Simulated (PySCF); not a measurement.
InCl₂, SMILES [Cl][In+][Cl], charge +1.

Geometry optimised at B3LYP-D3(BJ)/def2-TZVP. The spin state was assumed, not searched. The isomer is the one that the SMILES or the coordinates give; other isomers of the formula were not compared. The def2 effective core potentials stand for the cores of In; spin–orbit coupling is left out.

Two levels are set side by side: TDDFT-PBE/def2-SVPD (PySCF) and TDDFT-B3LYP/def2-SVPD (PySCF). Vertical, same geometry. The lowest singlet is HOMO−1→LUMO 100 % with PBE and HOMO−1→LUMO 100 % with the other functional; states are paired by order. Differences are taken from unrounded values.

```tsv
quantity	TDDFT-B3LYP	TDDFT-PBE	TDDFT-PBE minus TDDFT-B3LYP
lowest singlet excitation (eV)	4.01	3.72	-0.29
lowest triplet excitation (TDA) (eV)	3.58	3.30	-0.28
```

Functionals without exact exchange tend to place singlet excitations lower, as here. Differences between two approximate levels are no errors against the true value.

Rough cost on one machine, each run with all the roots and properties that it gave: TDDFT-B3LYP against TDDFT-PBE about 2 times.
